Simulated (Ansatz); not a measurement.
`OC[SiH2][TeH]`. Total charge 0; spin multiplicity 1. Te: def2 effective core potential. Geometry: relaxed with PBE0-D4/def2-TZVP. It is one conformer, not always the lowest.

```xyz
10

O    -1.619    1.086    0.095
C    -0.506    0.572    0.801
Si    0.377   -0.854   -0.079
Te    1.321   -0.243   -2.301
H    -2.229    0.368   -0.088
H     0.192    1.404    0.931
H    -0.782    0.239    1.814
H    -0.625   -1.911   -0.391
H     1.426   -1.412    0.817
H     2.447    0.751   -1.598
```

Question: What is the dipole moment at r2SCAN/def2-TZVPP? (Best estimate.)

Answer: The calculation gave: 1.48 D, with components (-0.31, -0.83, 1.19) D in this frame, pointing from negative to positive charge.

Question: And with PBE, B3LYP, ωB97M-V? (Best estimate.)

Answer: The calculation gave: PBE 1.39 D, B3LYP 1.50 D, ωB97M-V 1.56 D.

Question: Give the Mulliken charges with r2SCAN, ωB97M-V, B3LYP in def2-TZVPP. (Estimate.)

Answer: Computed: 
| atom | r2SCAN | ωB97M-V | B3LYP |
| --- | --- | --- | --- |
| O1 | -0.35 | -0.31 | -0.33 |
| C2 | 0.02 | -0.12 | -0.05 |
| Si3 | 0.21 | 0.12 | 0.20 |
| Te4 | -0.05 | -0.05 | -0.02 |
| H5 | 0.20 | 0.18 | 0.18 |
| H6 | 0.06 | 0.11 | 0.09 |
| H7 | 0.06 | 0.11 | 0.09 |
| H8 | -0.07 | -0.02 | -0.07 |
| H9 | -0.07 | -0.02 | -0.06 |
| H10 | -0.01 | 0.00 | -0.03 |

B3LYP here is the variant with VWN-RPA as its local correlation; programs differ in this.
